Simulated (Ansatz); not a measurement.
C3H7NOSi (`N=CC(O)=C[SiH3]`), relaxed with RKS PBE0-D4/def2-TZVP in the Gaussian-basis code of Ansatz from a PBE-D4/def2-SVP geometry. The force threshold is 0.005 eV/Å; the program also tests the step.

Charge 0, multiplicity 1.

Start:

```xyz
13

N     0.848   -2.237    1.827
C    -0.010   -1.611    1.103
C     0.171   -0.361    0.329
O     1.367    0.279    0.400
C    -0.826    0.144   -0.451
Si   -0.648    1.720   -1.451
H     1.779   -1.768    1.827
H    -1.029   -2.044    1.029
H     1.932   -0.170    1.063
H    -1.763   -0.435   -0.473
H     0.448    1.598   -2.477
H    -1.945    1.994   -2.163
H    -0.324    2.892   -0.563
```

(1) By how much does the energy fall, and how many steps does the optimiser take? (Estimate.)

(2) Which bonds change most? (Best estimate.)

(3) Give the relaxed structure. (An estimate is asked.)

## Answers

(1) Ansatz gave: 7.18 kJ/mol, in 18 steps, 1 of them rejected.

(2) Computed: C3–C5 from 1.363 to 1.339 Å; Si6–H13 from 1.506 to 1.486 Å; Si6–H11 from 1.506 to 1.487 Å; N1–H7 from 1.042 to 1.023 Å.

(3) Ansatz gave: 
```xyz
13

N     0.849   -2.247    1.753
C    -0.018   -1.593    1.102
C     0.165   -0.348    0.339
O     1.356    0.285    0.422
C    -0.801    0.134   -0.453
Si   -0.631    1.694   -1.451
H     1.785   -1.841    1.687
H    -1.039   -1.979    1.085
H     1.839   -0.022    1.196
H    -1.715   -0.450   -0.496
H     0.414    1.551   -2.499
H    -1.933    1.976   -2.109
H    -0.269    2.839   -0.576
```
